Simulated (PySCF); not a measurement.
Species: C₇H₈FN.
Numbering: `[NH2:1][CH2:2][c:3]1[cH:4][cH:5][c:6]([F:7])[cH:8][cH:9]1` (hydrogens: H10, H11 on N1; H12, H13 on C2; H14 on C4; H15 on C5; H16 on C8; H17 on C9)

Geometry (PBE0-D3(BJ)/def2-SVP, Å), atoms numbered from 1 in this order:
```
atom  x, y, z in Å
N1     3.020    0.163   -0.087
C2     1.978    0.100   -1.098
C3     0.562    0.092   -0.571
C4    -0.127    1.289   -0.343
C5    -1.408    1.298    0.203
C6    -2.006    0.085    0.523
F7    -3.237    0.082    1.035
C8    -1.355   -1.124    0.311
C9    -0.075   -1.109   -0.237
H10    2.924   -0.624    0.553
H11    2.890    0.995    0.487
H12    2.144   -0.804   -1.708
H13    2.107    0.957   -1.780
H14    0.347    2.240   -0.605
H15   -1.954    2.227    0.378
H16   -1.861   -2.056    0.569
H17    0.440   -2.059   -0.414
```

The closed-shell ground state was solved at several levels (PySCF, density fitting, gas phase, non-relativistic).

```tsv
level	basis functions	HOMO (eV)	LUMO (eV)	gap (eV)	dipole (D)
B3LYP/pcJ-1	323	-6.52	-0.80	5.72	0.33
B97-2/pcSseg-1	193	-6.54	-0.66	5.88	0.35
PBE0/pcSseg-1	193	-6.79	-0.63	6.16	0.33
```

**Question.** What might CAM-B3LYP/def2-SVPD (247 basis functions) give for the same quantities?

**Answer.** HOMO -8.17 eV, LUMO 0.38 eV, gap 8.55 eV, dipole 0.33 D.

**Question.** Over all these levels, which gives the widest orbital gap and which the narrowest?

**Answer.** CAM-B3LYP/def2-SVPD (range-separated hybrid) has the widest, 8.55 eV, and B3LYP/pcJ-1 (global hybrid, 20 % exact exchange) the narrowest, 5.72 eV. Functional and basis both differ between the two, so the spread mixes both effects.

**Question.** How far do the dipole and the HOMO energy spread over the levels?

**Answer.** The dipole runs from 0.33 to 0.35 D (mean 0.33 D) and the HOMO from -8.17 to -6.52 eV.

One conformer stands for the species.
